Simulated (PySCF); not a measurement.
A structure optimised at PBE-D3(BJ)/def2-SVP, used in a PySCF frequency run:

```
C
C 1 1.3485
H 2 1.1029 1 121.56
H 2 1.1033 3 116.58 1 179.95
H 1 1.1046 2 119.77 3 179.70
Si 1 1.8434 5 119.02 2 179.55
F 6 1.6243 1 112.01 5 63.53
F 6 1.6253 7 106.82 1 -119.74
Cl 6 2.0543 7 107.17 8 -116.38
```

Problem. Write its SMILES and formula.

Solution. C=C[Si](F)(F)Cl, C₂H₃ClF₂Si

Problem. What are its rotational constants (standard atomic weights)?

Solution. 2.9392, 1.6806, 1.4939 GHz
